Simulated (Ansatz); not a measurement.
One change: `F[CH2][InH2]` becomes `FCCl`.

Ansatz, PBE0-D4/def2-TZVP geometries, multiplicity 1. 

Elements past krypton have def2 core potentials.

| property | `F[CH2][InH2]` |
| --- | --- |
| size of the dipole moment (B3LYP/def2-TZVPP) / D | 1.51 |
| HOMO energy (PBE/def2-TZVPP) / eV | -6.07 |
| HOMO–LUMO gap (ωB97M-V/def2-TZVPP) / eV | 9.22 |
| LUMO energy (PBE/def2-TZVPP) / eV | -2.52 |
| HOMO energy (PBE0/def2-TZVPP) / eV | -7.35 |
| size of the dipole moment (ωB97M-V/def2-TZVPP) / D | 1.54 |

Question: Give the same properties after the change, and the shifts. (Estimate.)

Answer: Ansatz gave: 
| property | `FCCl` | shift |
| --- | --- | --- |
| size of the dipole moment (B3LYP/def2-TZVPP) / D | 1.78 | 0.27 |
| HOMO energy (PBE/def2-TZVPP) / eV | -7.34 | -1.27 |
| HOMO–LUMO gap (ωB97M-V/def2-TZVPP) / eV | 13.82 | 4.60 |
| LUMO energy (PBE/def2-TZVPP) / eV | -0.41 | 2.11 |
| HOMO energy (PBE0/def2-TZVPP) / eV | -8.82 | -1.47 |
| size of the dipole moment (ωB97M-V/def2-TZVPP) / D | 1.78 | 0.24 |

With PBE0 the HOMO falls by 1.47 eV and the LUMO rises by 2.50 eV, so the gap widens by about 3.97 eV. PBE moves the HOMO by -1.27 eV and ωB97M-V by -1.59 eV. The zero-point energy changes by -23.5 kJ/mol with -6 modes. Dipoles are sizes alone; their direction can turn.

B3LYP here is the variant with VWN-RPA as its local correlation; programs differ in this.
